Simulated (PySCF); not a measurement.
Broadened absorption spectrum of C2H10O2Si2

Compound: C2H10O2Si2.
Numbering: `[OH:1][CH2:2][CH2:3][SiH2:4][O:5][SiH3:6]` (hydrogens: H7 on O1; H8, H9 on C2; H10, H11 on C3; H12, H13 on Si4; H14, H15, H16 on Si6)

Theory: PySCF, TDDFT CAM-B3LYP/def2-SVPD, vertical, gas phase, core orbitals frozen in the response. Geometry: GFN2-xTB, one conformer, isolated molecule. GFN2-xTB frequencies show an imaginary mode (29i cm⁻¹), so this geometry is no minimum at that level. Torsions of this conformer, `[OH:1][CH2:2][CH2:3][SiH2:4][O:5][SiH3:6]`: O1–C2–C3–Si4 40°, C2–C3–Si4–O5 163°, H–O1–C2–C3 -175°.

Computed states:

| state | E (eV) | f |
| --- | --- | --- |
| S1 | 6.94 | 0.0009 |
| S2 | 7.23 | 0.0013 |
| S3 | 7.31 | 0.012 |
| S4 | 7.78 | 0.0009 |
| S5 | 8.07 | 0.013 |
| S6 | 8.19 | 0.039 |
| S7 | 8.23 | 0.047 |
| S8 | 8.40 | 0.0055 |

Each state is given a Gaussian of 0.25 eV full width at half maximum, with ε(max) = 2.175×10⁸ f / Δν̃ (Δν̃ the width in cm⁻¹). The width is an assumption, not a result. The curve ends short of the highest state used, and states not computed would add to its high-energy end.

(1) What does the envelope look like, and where are its maxima?

Answers

(1) 
| E (eV) | ε (L mol⁻¹ cm⁻¹) |
| --- | --- |
| 6.56 | 0 |
| 6.60 | 1 |
| 6.65 | 3 |
| 6.69 | 7 |
| 6.73 | 15 |
| 6.77 | 29 |
| 6.82 | 54 |
| 6.86 | 77 |
| 6.90 | 94 |
| 6.95 | 105 |
| 6.99 | 108 |
| 7.03 | 124 |
| 7.07 | 178 |
| 7.12 | 343 |
| 7.16 | 571 |
| 7.20 | 864 |
| 7.25 | 1220 |
| 7.29 | 1386 |
| 7.33 | 1376 |
| 7.37 | 1192 |
| 7.42 | 820 |
| 7.46 | 521 |
| 7.50 | 290 |
| 7.55 | 121 |
| 7.59 | 64 |
| 7.63 | 51 |
| 7.67 | 61 |
| 7.72 | 88 |
| 7.76 | 114 |
| 7.80 | 154 |

Maxima: 170 nm (7.31 eV), ε about 1400, made up of S3 (92%) (ε in L mol⁻¹ cm⁻¹; maxima over ε = 5, shares over 10%). At its high-energy end, 7.80 eV, the curve is still rising (ε about 150, from S4 and S5).
